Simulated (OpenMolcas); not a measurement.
Os6+ among 6 point charges of -1.7 e arranged as a tetragonal octahedron (D4h). The axial distance is 1.09 times the equatorial one, R.

| Property | Result |
| --- | --- |
| Program | OpenMolcas 26.06 |
| Method | SS-CASPT2, IPEA 0.25 Eh, imaginary shift 0.1 Eh (closed shells correlated: 5s 5p) |
| Basis | ANO-RCC-VDZP [7s6p4d2f1g] |
| Scalar Hamiltonian | DKH2, point nucleus |
| Active space | 2 electrons in 5 orbitals (5d) |
| State averaging | 2S+1 = 3 even, 10 roots; 2S+1 = 1 even, 15 roots |
| Spin-orbit coupling | state interaction with AMFI integrals over the reference wave functions |

All point charges move together. At R = 1.78 Å the first state of the same spin is 2200 cm-1, and at R = 2.04 Å it is 1460 cm-1.

Question: A third run gives 1640 cm-1. What distance was it run at?

Answer: With a power law R^-n the two known points give n = -ln(1460 / 2200) / ln(2.04 / 1.78) = 3.01. Then R = 1.78 × (2200 / 1640)^(1/3.01) = 1.962 Å. The run was at 1.92 Å, so the estimate is off by +0.042 Å.

Free-ion shares, where given, are those of the reference states; single-state CASPT2 does not remix them. Spin-orbit coupling mixes the spin-free states strongly: the lowest level takes only 52 % from its leading state, 3A2 (figures for R = 1.78; the like holds for R = 1.92, R = 2.04). This is an electrostatic model: the charges have no orbitals. No measured value stands beside these numbers.
